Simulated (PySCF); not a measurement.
## Polarisability and C₆ of Ge²⁺ (germanium, charge +2)

[Ar] 3d10 4s1 4p1, high-spin 3P determinant (an excited configuration). All numbers are calculated (PySCF 2.14, a scalar-relativistic core potential, in aug-cc-pVQZ-PP with one added diffuse shell each of s, p, d, f, g type with ECP10MDF (8s7p6d4f3g, 114 functions)). Coupled (time-dependent) response in atomic units; α is the mean over directions.

| method | mean α (bohr³) | α xx, yy, zz | C₆ (like pair) | S(−4) |
| --- | --- | --- | --- | --- |
| revPBE | 10.27 | 10.48, 9.856, 10.48 | 38.21 | 51.94 |
| r2SCANh | 9.980 | 10.36, 9.218, 10.36 | 37.53 | 46.81 |

S(−4) is the Cauchy moment in α(ω) = α(0) + S(−4) ω² + …

Spin-orbit coupling is absent.

α(iu) at revPBE:

```json
{"u (hartree)": "0", "α(iu) (bohr³)": "10.27"}
{"u (hartree)": "0.0500", "α(iu) (bohr³)": "10.14"}
{"u (hartree)": "0.100", "α(iu) (bohr³)": "9.778"}
{"u (hartree)": "0.200", "α(iu) (bohr³)": "8.570"}
{"u (hartree)": "0.300", "α(iu) (bohr³)": "7.150"}
{"u (hartree)": "0.500", "α(iu) (bohr³)": "4.796"}
{"u (hartree)": "0.750", "α(iu) (bohr³)": "3.069"}
{"u (hartree)": "1.00", "α(iu) (bohr³)": "2.141"}
{"u (hartree)": "1.50", "α(iu) (bohr³)": "1.257"}
{"u (hartree)": "2.00", "α(iu) (bohr³)": "0.8545"}
{"u (hartree)": "3.00", "α(iu) (bohr³)": "0.4869"}
{"u (hartree)": "5.00", "α(iu) (bohr³)": "0.2243"}
```

For an ion, C₆ is the dispersion term alone; charge-induced terms of lower order in 1/R come first.

The components differ because the open shell of this determinant is not spherical; for a pure term their mean is the scalar polarisability.

Energies and moments cover only the electrons outside the core potential.
